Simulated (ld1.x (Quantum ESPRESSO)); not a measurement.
Sb (Z = 51): one change to a TM potential, before and after

- Element: antimony (Sb)
- Generator: ld1.x (Quantum ESPRESSO) 7.5
- Type: norm-conserving Troullier–Martins (Kleinman–Bylander form)
- Functional: PBE
- Relativity: scalar-relativistic
- Frozen core: [Kr]
- Valence charge: 15
- Reference configuration: 4d10 5s2 5p3
- Partial waves: 5p (bound): rc 2.30 bohr; 4d (bound): rc 1.10 bohr; 5s (bound): rc 1.75 bohr
- Local potential: the s channel
- Core correction: a·sin(br)/r model core, default radius (core density twice the valence density)

All-electron outer shells of the reference configuration (PBE, scalar-relativistic, ld1.x):

| shell | level (eV) | outermost node (bohr) | outermost maximum (bohr) |
| --- | --- | --- | --- |
| 4s | -148.83 | 0.39 | 0.73 |
| 4p | -101.79 | 0.39 | 0.76 |
| 4d | -33.51 | 0.38 | 0.84 |
| 5s | -12.83 | 0.95 | 1.90 |
| 5p | -4.83 | 1.04 | 2.35 |

Change: wave 5p (bound): rc 2.30 bohr becomes 5p (bound): rc 2.98 bohr.

Cutoffs: the cutoffs (Ry, on a coarse ladder) from which the occupation-weighted sum of valence levels, in a spherical-Bessel basis at the reference potential, stays within 10 and 1 mRy of its value at 400 Ry; they do not see the model core or the augmentation charge, which bear on the density cutoff. Errors are all-electron minus pseudo energies relative to the spin-unpolarised reference configuration.

Q: Predict the effect on cutoff, ghosts and configuration errors.

A: The potential gets neither clearly harder nor softer (110 Ry and 180 Ry → 110 Ry and 180 Ry); the d channel sets the loose cutoff, while the largest relative change is in p, which becomes softer; of the 7 tests that both files solve, the error grows in 5 and shrinks in 1 by more than 15 % and 0.3 meV (median size 3.0 → 12.5 meV); neither file shows a bound ghost.

```csv
quantity,base,changed
"cutoff, loose",110 Ry,110 Ry
"cutoff, tight",180 Ry,180 Ry
loose cutoff by channel (10 mRy a level),"p 10 Ry, d 90 Ry, s 18 Ry","p 6 Ry, d 90 Ry, s 18 Ry"
bound ghosts,none,none
"error for 4d10 5s2 5p2, meV [ΔE 8.32 eV]",-1.1,-1.8
"error for 4d10 5s2 5p1, meV [ΔE 24.28 eV]",-3.0,-12
"error for 4d10 5s2 5p0, meV [ΔE 48.70 eV]",-12,-60
"error for 4d10 5s1 5p3, meV [ΔE 17.05 eV]",-1.5,+7.4
"error for 4d10 5s0 5p5, meV [ΔE 16.43 eV]",-13,+20
"error for 4d10 5s2 5p2.5, meV [ΔE 3.26 eV]",-0.5,-0.6
"error for 4d9 5s2 5p3, meV [ΔE 40.74 eV]",-397,-332
```
